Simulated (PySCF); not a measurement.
# Computed records: CH$_{8}$GeOSi

Computed with PySCF 2.14.0. Calculation on a computer-drawn molecule: the log of a Hartree-Fock and frozen-core CCSD(T) single point meant for a local Hartree-Fock minimum, with one planted fault or none, to be diagnosed. Offsets are logged minus clean, where the clean run is the same molecule without the fault. The reference is restricted for singlets and unrestricted otherwise, and also for a bond in bohr or an excited solution. Adding or removing an electron swaps singlet and doublet. The excited solution moves the top pair (singlet) or top alpha electron (doublet) to the lowest empty orbital. Highest occupied and lowest empty are orbital energies over both spins, largest force is the largest gradient component, triples share is (T) over the correlation energy, the T1 limit is 0.02 restricted and 0.045 unrestricted, electrons count all cores, a negative frequency is imaginary (commonest isotopes), and the dipole is about the centre of nuclear charge; on germanium a core potential holds 10 electrons, which the energies leave out, and 3d is frozen in MP2 and coupled-cluster steps.

Common to all runs: meant charge 0; meant multiplicity 1; meant basis cc-pV(D+d)Z; meant basis and core potential on germanium cc-pVDZ-PP ECP10MDF; logged electrons 69; logged basis functions 114; logged SCF converged yes; logged CC converged yes; logged SCF stable within its kind yes; possible faults no fault, one electron removed, one electron added, multiplicity raised by two, geometry at a saddle point, SCF held on an excited solution, minimal basis STO-3G, one bond length entered in bohr, all coordinates scaled.

Notes on all entries: highest electron not bound in this basis.

(1) 
```xyz
12
formula=CH8GeOSi logged_spin_squared=0.758 logged_highest_occupied=2.6235 logged_lowest_empty=8.3583 logged_largest_force=0.058983 logged_T1_diagnostic=0.022922 logged_D1_diagnostic=0.14177 logged_triples_share=0.026251 logged_dipole_magnitude=4.7605 logged_energy_HF=-699.65708 logged_energy_CCSD(T)=-700.28511
C     -1.3645     1.3061     0.3371
Si    -0.8844    -0.4667    -0.0034
O     -0.8940    -0.7377    -1.6192
Ge    -0.6119    -1.9752    -2.8591
H     -0.6630     1.9965    -0.1387
H     -2.3653     1.5182    -0.0484
H     -1.3632     1.5046     1.4132
H      0.4677    -0.7420     0.5466
H     -1.8349    -1.3893     0.6689
H     -1.5816    -3.1332    -2.6197
H      0.8365    -2.4530    -2.7486
H     -0.8730    -1.3017    -4.2017
```

Units: logged_highest_occupied, logged_lowest_empty in eV; logged_largest_force in hartree/bohr; logged_dipole_magnitude in debye; logged_energy_HF, logged_energy_CCSD(T) in hartree.

Drawn bonds:
| atom | other atom | order |
| --- | --- | --- |
| 1 | 2 | 1 |
| 2 | 3 | 1 |
| 3 | 4 | 1 |
| 1 | 5 | 1 |
| 1 | 6 | 1 |
| 1 | 7 | 1 |
| 2 | 8 | 1 |
| 2 | 9 | 1 |
| 4 | 10 | 1 |
| 4 | 11 | 1 |
| 4 | 12 | 1 |

(2) 
```xyz
12
formula=CH8GeOSi logged_spin_squared=0.7585 logged_highest_occupied=2.5958 logged_lowest_empty=8.4335 logged_largest_force=0.051162 logged_T1_diagnostic=0.015172 logged_D1_diagnostic=0.072389 logged_triples_share=0.026385 logged_dipole_magnitude=0.6876 logged_energy_HF=-699.64221 logged_energy_CCSD(T)=-700.2737
C     -1.6175     0.5183    -1.2870
Si    -0.3010     0.6507     0.0309
O     -0.6610     1.9991     0.9282
Ge     1.9072     0.8366    -0.9131
H     -1.6057     1.3948    -1.9394
H     -2.6071     0.4481    -0.8276
H     -1.4624    -0.3715    -1.9039
H     -0.3175    -0.5566     0.8965
H     -0.1149     2.2191     1.6676
H      2.3152    -0.4534    -1.6410
H      1.9983     1.9930    -1.9197
H      2.9511     1.0968     0.1861
```

Units: logged_highest_occupied, logged_lowest_empty in eV; logged_largest_force in hartree/bohr; logged_dipole_magnitude in debye; logged_energy_HF, logged_energy_CCSD(T) in hartree.

Drawn bonds:
| atom | other atom | order |
| --- | --- | --- |
| 1 | 2 | 1 |
| 2 | 3 | 1 |
| 2 | 4 | 1 |
| 1 | 5 | 1 |
| 1 | 6 | 1 |
| 1 | 7 | 1 |
| 2 | 8 | 1 |
| 3 | 9 | 1 |
| 4 | 10 | 1 |
| 4 | 11 | 1 |
| 4 | 12 | 1 |

## Withheld values
1. Give the missing planted fault for CH$_{8}$GeOSi (entry 1).
2. CH$_{8}$GeOSi (entry 2): planted fault?

## Answers
1. one electron added
2. one electron added

Further results for CH$_{8}$GeOSi (entry 1):

* HF energy offset from clean run: 71.77 kcal/mol
* CCSD(T) energy offset from clean run: 56.24 kcal/mol

Further results for CH$_{8}$GeOSi (entry 2):

- HF energy offset from clean run: 71.78 kcal/mol
- CCSD(T) energy offset from clean run: 56.96 kcal/mol
